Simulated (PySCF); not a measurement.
CsO: frontier orbitals

PBE0 at R = 2.280 Å; Cs x2c-TZVPall, O x2c-TZVPall; spin-free X2C with a Gaussian nucleus (PySCF 2.14). State: ²Σ⁺ (doublet), unpaired electrons σ ↑. Only the outer orbitals are listed, counted within each symmetry.

```csv
spin,orbital,occ.,ε (eV),on Cs (%),main shells (%)
α,11σ,1,-28.30,97,97 Cs s
α,12σ,1,-22.86,8,91 O s
α,6π,1,-14.14,99,100 Cs p
α,6π,1,-14.14,99,100 Cs p
α,13σ,1,-14.03,85,"84 Cs p, 11 O p"
α,14σ,1,-7.25,19,"81 O p, 11 Cs p"
α,7π,1,-5.97,6,94 O p
α,7π,1,-5.97,6,94 O p
α,15σ,0,-0.79,100,"84 Cs s, 15 Cs p"
α,8π,0,0.22,100,"81 Cs p, 19 Cs d"
α,8π,0,0.22,100,"81 Cs p, 19 Cs d"
β,11σ,1,-28.18,98,98 Cs s
β,12σ,1,-20.76,10,90 O s
β,6π,1,-14.08,100,100 Cs p
β,6π,1,-14.08,100,100 Cs p
β,13σ,1,-13.42,91,90 Cs p
β,7π,1,-5.28,8,92 O p
β,7π,1,-5.28,8,92 O p
β,14σ,0,-1.03,54,"45 O p, 24 Cs s, 22 Cs p"
β,15σ,0,-0.64,79,"65 Cs s, 21 O p, 11 Cs d"
β,8π,0,0.22,100,"83 Cs p, 17 Cs d"
```

Which are the highest filled and the lowest empty level, where do they sit, and how wide is the gap?

Highest filled β 7π at -5.28 eV (in %: 92 O p); lowest empty β 14σ at -1.03 eV (in %: 45 O p, 24 Cs s, 22 Cs p); the gap at PBE0 is 4.25 eV.

* bond order (Mayer): 0.69
* ⟨S²⟩: 0.755
* charge on Cs (Mulliken, basis-dependent): 0.65
* charge on Cs (Löwdin, basis-dependent): 0.59
* dipole moment (positive dipole means Cs(−)O(+)): -7.21 D
* polarisability along the bond: 39.8 bohr³
* polarisability across the bond: 28.8 bohr³

Spin–orbit coupling is left out. The state was picked by a PBE0 search and need not be the measured ground state.
